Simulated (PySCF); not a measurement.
# Substituent effects on chemical shifts

Parent skeleton `[CH3:1][N+:2]1([CH3:3])[BH2-:4][CH2:5][CH2:6][CH2:7]1`; one hydrogen on atom 1 is replaced by X. Hydrogens on one atom are averaged.

PySCF 2.14 calculation with σ from GIAO-PBE0/pcSseg-1 and structure optimised with PBE0-D3(BJ)/def2-SVP; one conformer, one averaged value for each set of equivalent atoms, gas phase, no relativistic terms.

Referencing at the same level of theory: TMS for ¹³C and ¹H; ¹⁵N vs NH3; ¹¹B against BF3·OEt2.

Parent (X = H): C1 49.7, N2 71.4, C3 49.7, B4 -6.1, C5 10.3, C6 25.8, C7 66.1, H(C1) 2.37, H(C3) 2.37 ppm. Effects are Δδ = δ(X) − δ(H), positive for deshielding.

Four derivatives gave (Δδ, ppm):
```json
{"compound": "1", "C1": "+21.6", "N2": "+11.0", "C3": "-5.2", "B4": "-1.6", "C5": "-0.9", "C6": "-0.8", "C7": "+1.1", "H(C1)": "-0.12", "H(C3)": "-0.02"}
{"compound": "2", "C1": "+14.8", "N2": "+4.9", "C3": "-6.5", "B4": "+1.4", "C5": "-2.1", "C6": "-0.1", "C7": "-4.5", "H(C1)": "+0.36", "H(C3)": "-0.14"}
{"compound": "3", "C1": "+35.9", "N2": "+12.3", "C3": "-2.1", "B4": "-2.4", "C5": "+0.0", "C6": "+0.1", "C7": "-7.6", "H(C1)": "+1.19", "H(C3)": "+0.12"}
{"compound": "4", "C1": "+20.1", "N2": "-1.4", "C3": "+5.8", "B4": "+1.0", "C5": "+10.3", "C6": "+4.3", "C7": "-2.9", "H(C1)": "+0.82", "H(C3)": "+0.06"}
```

**Question.** Their substituents are CH=NMe, OCH3, allyl, cPr. Which is which?

**Answer.** 1: X = cPr (C[N@+]1(CC2CC2)[BH2-]CCC1); 2: X = allyl (C=CCC[N@+]1(C)[BH2-]CCC1); 3: X = OCH3 (COC[N@@+]1(C)[BH2-]CCC1); 4: X = CH=NMe (C/N=C/C[N@+]1(C)[BH2-]CCC1).

Experimental scales use liquid or dissolved standards, which lie at an offset from isolated NH3 (liquid NH3: subtract about 20 ppm). Unscaled 15N shifts of sp2 nitrogen come out 20 to 40 ppm too high even then.
